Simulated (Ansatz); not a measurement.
The pair A = C2H2 (SMILES C#C) (first 4 atoms), B = H4OSi (SMILES O[SiH3]); geometry from B3LYP-D3(BJ)/def2-TZVP.
(charge 0, multiplicity 1):
```xyz
10

C     -0.1462    -0.0704     0.1070
C     -1.2130    -0.4562     0.4912
H      0.7993     0.2748    -0.2365
H     -2.1626    -0.7955     0.8292
O      0.6049    -0.9475     3.1967
Si     0.4191     0.4317     4.0806
H      0.2757    -0.9300     2.2897
H      1.1296     1.5825     3.4668
H      0.9921     0.1508     5.4127
H     -1.0104     0.8086     4.2240
```

The values were computed with Ansatz (a program for electronic structure) with Gaussian orbitals. 

Total energies (hartree), monomers frozen at their geometry in the pair:

```json
[
 {"structure": "AB", "HF/aug-cc-pV(D+d)Z": "-443.0064056", "PBE/def2-TZVPPD": "-444.2148108", "B3LYP/def2-TZVPPD": "-444.5968824"},
 {"structure": "A in the pair's basis", "HF/aug-cc-pV(D+d)Z": "-76.8288687", "PBE/def2-TZVPPD": "-77.2523540", "B3LYP/def2-TZVPPD": "-77.3658356"},
 {"structure": "B in the pair's basis", "HF/aug-cc-pV(D+d)Z": "-366.1759127", "PBE/def2-TZVPPD": "-366.9576842", "B3LYP/def2-TZVPPD": "-367.2277722"},
 {"structure": "A", "HF/aug-cc-pV(D+d)Z": "-76.8286533", "PBE/def2-TZVPPD": "-77.2522490", "B3LYP/def2-TZVPPD": "-77.3657527"},
 {"structure": "B", "HF/aug-cc-pV(D+d)Z": "-366.1756569", "PBE/def2-TZVPPD": "-366.9576139", "B3LYP/def2-TZVPPD": "-367.2277028"}
]
```

Question: Work out the interaction energy without and with the counterpoise correction, and the superposition error, for each level.

Answer: 
E(AB) − E(A) − E(B), times 627.509 kcal/mol, with the monomers in their own basis and then in the pair's basis:
- HF/aug-cc-pV(D+d)Z: -1.31 uncorrected, -1.02 corrected; the monomers gain 0.30 kcal/mol from borrowed functions
- PBE/def2-TZVPPD: -3.10 uncorrected, -2.99 corrected; the monomers gain 0.11 kcal/mol from borrowed functions
- B3LYP/def2-TZVPPD: -2.15 uncorrected, -2.05 corrected; the monomers gain 0.10 kcal/mol from borrowed functions
